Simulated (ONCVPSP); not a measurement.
**Configuration tests for phosphorus (P) (ONCV)**

- Element: P (Z = 15)
- Generator: ONCVPSP 4.0.1
- Type: optimised norm-conserving Vanderbilt (ONCV)
- Functional: PBE
- Relativity: scalar-relativistic
- Frozen core: [He]
- Valence charge: 13
- Reference configuration: 2s2 2p6 3s1.5 3p3.5
- Partial waves: 2s+3s: rc 0.90 bohr, ncon 4, nbas 9, qcut 14.6 1/bohr, 2 projectors; 2p+3p: rc 1.05 bohr, ncon 4, nbas 8, qcut 11.2 1/bohr, 2 projectors
- Local potential: polynomial inside 0.90 bohr (lpopt 5, dvloc0 -1 Ha)
- Core correction: Teter function, fcfact 6, rcfact 1.25

Energies are relative to the spin-unpolarised reference configuration 2s2 2p6 3s1.5 3p3.5; without spin polarisation the order of configurations can differ from experiment.

Give the all-electron excitation energy and the error of the potential for: 2s2 2p6 3s2 3p3; 2s2 2p6 3s2 3p2; 2s2 2p6 3s2 3p1; 2s2 2p6 3s2 3p0.

| valence configuration | charge | ΔE all-electron (eV) | error AE − PS (meV) |
| --- | --- | --- | --- |
| 2s2 2p6 3s2 3p3 | 0 | -4.249 | -0.4 |
| 2s2 2p6 3s2 3p2 | +1 | 5.480 | +0.5 |
| 2s2 2p6 3s2 3p1 | +2 | 24.627 | +4.5 |
| 2s2 2p6 3s2 3p0 | +3 | 54.366 | +16 |

Levels in the configuration 2s2 2p6 3s2 3p0:

```csv
level,all-electron (eV),pseudo (eV)
2s,-212.394,-212.278
2p,-163.022,-162.710
3s,-45.613,-45.605
```
